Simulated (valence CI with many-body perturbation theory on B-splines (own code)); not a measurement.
# E1 transitions of Sr XXIV

Calculated by configuration interaction combined with many-body perturbation theory (CI+MBPT): five valence electrons over a frozen Dirac-Fock core [Ne], radial functions for each j: 9 s, 9 p, 8 d, 6 f, 3 g, 1 h, with the one-electron correlation potential Σ1 (screened to all orders), the two-electron term Σ2, the three-electron term Σ3, Breit, model QED; selected single and double excitations, second order for the rest (own B-spline code, finite nucleus).

No measured spectrum was set against this ion. As an estimate, levels of excited configurations hold to 0.05 to 0.15 % of their energy, terms of the ground configuration to about 0.5 %. Among the levels kept, up to 470 cm⁻¹ of a level comes from second order outside the variational space, and about a tenth of that is noise between levels of different J, which matters for small intervals.

Lines 51 to 100 of 172 in falling wavelength, among levels below 1348500 cm⁻¹, chosen from the strongest by gf and those to the six lowest levels. Wavelengths and rates use the calculated energies, so an error of 400 cm⁻¹ moves a line at 17.08 nm by 0.068 % and its rate by three times that or more. Electric multipoles are in the length gauge, E1 and E2 with the static RPA response of the core. Weak lines are less certain than strong ones. Lines between different terms over intervals too small for the method are left out, as are lines whose strength nearly cancels. The highest levels of a list are the least certain.

Names give the largest LS component (configuration and term), which can be under half, so a name can repeat, a term be missing and a line seem to break the LS rules; names also repeat where a configuration has a term twice. Letters in brackets count levels of one name in rising energy.

```
λ vac (nm)                  Upper            Lower   A (s⁻¹)  S (a.u.)
     17.08          3s.3p4 2D_3/2  3s2.3p3 2D°_5/2  6.12e+08  6.02e-03
     16.89            3p5 2P°_3/2    3s.3p4 2D_3/2  4.75e+09  4.52e-02
     16.66      3s2.3p2.3d 4F_3/2  3s2.3p3 2P°_1/2  5.51e+08  5.02e-03
     16.56      3s2.3p2.3d 4D_1/2  3s2.3p3 2P°_3/2  1.52e+08  6.80e-04
     16.14          3s.3p4 2D_3/2  3s2.3p3 2D°_3/2  8.43e+09  6.99e-02
     16.10      3s2.3p2.3d 4D_3/2  3s2.3p3 2P°_3/2  4.86e+08  4.00e-03
     16.09          3s.3p4 2D_5/2  3s2.3p3 2D°_5/2  6.98e+09  8.61e-02
     16.04      3s.3p3.3d 6D°_3/2    3s.3p4 4P_1/2  1.68e+08  1.37e-03
     15.91  3s2.3p2.3d 2P_3/2 [a]  3s2.3p3 2P°_1/2  6.59e+08  5.24e-03
     15.78      3s.3p4 2P_1/2 [a]  3s2.3p3 2P°_1/2  6.85e+09  2.66e-02
     15.73      3s.3p3.3d 6D°_1/2    3s.3p4 4P_3/2  5.29e+08  2.03e-03
     15.69      3s.3p3.3d 6D°_3/2    3s.3p4 4P_3/2  1.94e+08  1.48e-03
     15.62          3s.3p4 4P_3/2  3s2.3p3 4S°_3/2  8.10e+09  6.10e-02
     15.44      3s2.3p2.3d 4D_5/2  3s2.3p3 2P°_3/2  2.65e+08  2.89e-03
     15.38      3s2.3p2.3d 4F_3/2  3s2.3p3 2D°_5/2  2.01e+08  1.44e-03
     15.29          3s.3p4 4P_1/2  3s2.3p3 4S°_3/2  8.70e+09  3.07e-02
     15.24          3s.3p4 2D_5/2  3s2.3p3 2D°_3/2  5.79e+07  6.07e-04
     15.02  3s2.3p2.3d 2P_1/2 [a]  3s2.3p3 2P°_3/2  1.37e+10  4.60e-02
     14.95            3p5 2P°_3/2    3s.3p4 4P_3/2  1.67e+09  1.10e-02
     14.74  3s2.3p2.3d 2P_3/2 [a]  3s2.3p3 2D°_5/2  1.07e+10  6.80e-02
     14.71      3s2.3p2.3d 4F_5/2  3s2.3p3 2D°_5/2  8.08e+08  7.61e-03
     14.61      3s2.3p2.3d 4F_3/2  3s2.3p3 2D°_3/2  3.99e+09  2.46e-02
     14.45      3s2.3p2.3d 4D_1/2  3s2.3p3 2P°_1/2  4.48e+09  1.33e-02
     14.26      3s.3p3.3d 6D°_3/2    3s.3p4 4P_5/2  5.20e+08  2.98e-03
     14.23      3s.3p3.3d 6D°_5/2    3s.3p4 4P_5/2  7.01e+08  5.98e-03
     14.15      3s.3p3.3d 6D°_7/2    3s.3p4 4P_5/2  1.52e+08  1.70e-03
     14.13          3s.3p4 2P_3/2  3s2.3p3 2P°_3/2  1.72e+09  9.57e-03
     14.11      3s2.3p2.3d 4D_3/2  3s2.3p3 2P°_1/2  7.95e+08  4.40e-03
     14.03  3s2.3p2.3d 2P_3/2 [a]  3s2.3p3 2D°_3/2  4.15e+08  2.26e-03
     14.00      3s2.3p2.3d 4F_5/2  3s2.3p3 2D°_3/2  5.10e+06  4.15e-05
     13.95          3s.3p4 2D_3/2  3s2.3p3 4S°_3/2  2.86e+08  1.53e-03
     13.94      3s2.3p2.3d 4P_5/2  3s2.3p3 2P°_3/2  1.76e+07  1.41e-04
     13.93      3s.3p4 2P_1/2 [a]  3s2.3p3 2D°_3/2  1.43e+10  3.81e-02
     13.89      3s2.3p2.3d 2F_5/2  3s2.3p3 2D°_5/2  2.15e+08  1.71e-03
     13.65            3p5 2P°_3/2    3s.3p4 4P_5/2  2.41e+09  1.21e-02
     13.64      3s2.3p2.3d 4P_3/2  3s2.3p3 2P°_3/2  1.68e+09  8.41e-03
     13.60      3s2.3p2.3d 4F_7/2  3s2.3p3 2D°_5/2  2.95e+08  2.93e-03
     13.53      3s2.3p2.3d 4P_1/2  3s2.3p3 2P°_3/2  3.09e+09  7.54e-03
     13.37  3s2.3p2.3d 2F_7/2 [a]  3s2.3p3 2D°_5/2  1.17e+08  1.10e-03
     13.28          3s.3p4 2D_5/2  3s2.3p3 4S°_3/2  3.76e+08  2.61e-03
     13.27  3s2.3p2.3d 2P_1/2 [a]  3s2.3p3 2P°_1/2  2.76e+09  6.37e-03
     13.26      3s2.3p2.3d 2F_5/2  3s2.3p3 2D°_3/2  6.52e+07  4.50e-04
     13.18      3s2.3p2.3d 4D_3/2  3s2.3p3 2D°_5/2  1.07e+10  4.82e-02
     13.13  3s2.3p2.3d 2D_3/2 [a]  3s2.3p3 2P°_3/2  9.82e+05  4.38e-06
     12.89      3s2.3p2.3d 4D_1/2  3s2.3p3 2D°_3/2  8.96e+09  1.89e-02
     12.79      3s2.3p2.3d 4F_3/2  3s2.3p3 4S°_3/2  4.52e+09  1.87e-02
     12.74      3s2.3p2.3d 4D_5/2  3s2.3p3 2D°_5/2  3.07e+09  1.88e-02
     12.62  3s2.3p2.3d 2D_5/2 [a]  3s2.3p3 2P°_3/2  2.63e+09  1.57e-02
     12.61      3s2.3p2.3d 4D_3/2  3s2.3p3 2D°_3/2  1.63e+09  6.47e-03
     12.57          3s.3p4 2P_3/2  3s2.3p3 2P°_1/2  3.22e+09  1.26e-02
```
